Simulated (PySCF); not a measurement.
2,2-dimethylbutanenitrile, C₆H₁₁N.
Atom-mapped SMILES: `[CH3:1][CH2:2][C:3]([CH3:4])([CH3:5])[C:6]#[N:7]` (hydrogens: H8, H9, H10 on C1; H11, H12 on C2; H13, H14, H15 on C4; H16, H17, H18 on C5)

Cartesian coordinates in Å at the PBE0-D3(BJ)/def2-SVP level; atoms count from 1:
```xyz
18
C6H11N angstrom
C      2.0203    0.3837   -0.0728
C      1.0481   -0.6661    0.4364
C     -0.4479   -0.3716    0.1858
C     -1.3008   -1.4804    0.8168
C     -0.7576   -0.2605   -1.3133
C     -0.7911    0.9044    0.8341
N     -1.0518    1.9096    1.3462
H      1.9924    0.4781   -1.1686
H      1.8006    1.3734    0.3571
H      3.0511    0.1212    0.2066
H      1.2622   -1.6435   -0.0290
H      1.1881   -0.8049    1.5211
H     -1.1079   -1.5640    1.8961
H     -2.3737   -1.2874    0.6722
H     -1.0560   -2.4445    0.3455
H     -0.2114    0.5689   -1.7830
H     -1.8319   -0.0954   -1.4795
H     -0.4696   -1.1966   -1.8163
```

The calculation used PBE0-D3(BJ)/def2-SVP geometry optimisation, gas phase (PySCF).

Take the most abundant isotopes and a rigid rotor. The values belong to one conformer with, in the numbering `[CH3:1][CH2:2][C:3]([CH3:4])([CH3:5])[C:6]#[N:7]`, C1–C2–C3–C4 -177°.

Task: What are A, B and C (GHz)?

Result: Ia = 181.12, Ib = 208.35, Ic = 273.93 u·Å²; 505379 MHz·u·Å²/I gives 2790, 2426 and 1845 MHz, that is A = 2.7903, B = 2.4256, C = 1.8449 GHz.

Task: Classify the top.

Result: An asymmetric top. Ray's parameter κ = (2B − A − C)/(A − C) = 0.229; −1 is the prolate and +1 the oblate limit.

Task: Is it planar, by Δ = Ic − Ia − Ib?

Result: Not planar: Δ = Ic − Ia − Ib = -115.54 u·Å². For a rigid frame Δ = −2 Σ m c², so Σ m c² = 57.77 u·Å² lies off the ab plane: 19.27 from hydrogen and 38.50 from heavier atoms. The atom farthest from that plane is 2.08 Å away.

Task: Give the other two planar moments, Paa and Pbb, and the rms extents of the mass along the axes.

Result: Paa = Σ m a² = (Ib + Ic − Ia)/2 = 150.58 and Pbb = Σ m b² = (Ia + Ic − Ib)/2 = 123.35 u·Å². With the mass M = 97.09 u, the rms extents √(P/M) along a, b and c are 1.25, 1.13, 0.77 Å.

Task: List the rotational levels J(Ka,Kc) to J = 3 (MHz).

Result: Above 0(0,0):
J = 1: 1(0,1) 4271, 1(1,1) 4635, 1(1,0) 5216
J = 2: 2(0,2) 12470, 2(1,2) 12596, 2(1,1) 14338, 2(2,1) 15432, 2(2,0) 15773
J = 3: 3(0,3) 24331, 3(1,3) 24360, 3(1,2) 27690, 3(2,2) 28244, 3(2,1) 29536, 3(3,1) 31695, 3(3,0) 31849
Those of J = 1 are B + C, A + C and A + B.

Task: Which lines would a microwave search look for?

Result: The dipole components are |μa| = 2.13 D, |μb| = 3.23 D, |μc| = 0.00 D. The squared components, which scale the intensities, stand as 0.44 : 1.00 : 0.00 (a : b : c). Some lines, for components of 0.1 D or more:

```tsv
type	branch	J(Ka,Kc)	MHz	lower level (cm⁻¹)
a	Q	2(2,0) ← 2(2,1)	342	0.515
b	Q	1(1,0) ← 1(0,1)	945	0.142
a	Q	2(1,1) ← 2(1,2)	1742	0.420
b	Q	2(1,1) ← 2(0,2)	1868	0.416
b	Q	2(2,1) ← 2(1,2)	2836	0.420
b	R	1(1,1) ← 0(0,0)	4635	0.000
b	R	2(0,2) ← 1(1,1)	7835	0.155
a	R	2(1,2) ← 1(1,1)	7960	0.155
b	R	2(1,2) ← 1(0,1)	8325	0.142
a	R	2(1,1) ← 1(1,0)	9122	0.174
```

Task: Estimate the classical rotational partition function at 25 K, 100 K and 500 K.

Result: Point group C1, symmetry number σ = 1; q = (√π/σ)·√((kT/h)³/(ABC)), k/h = 20836.6 MHz/K: 5960 at 25 K, 47700 at 100 K, 533000 at 500 K.

No frequency check. Zero-point vibration and centrifugal distortion are left out. A rigid rotor knows nothing of internal rotation, which can split or shift real lines. Quadrupole hyperfine structure (14N) is left out.

Hardware: an Arm Neoverse V1 with one thread, no GPU, shared host with 32 logical CPUs at a one-minute load of 18. Cost: 47 s, 0.70 GiB resident at most. These figures are those of the optimisation.
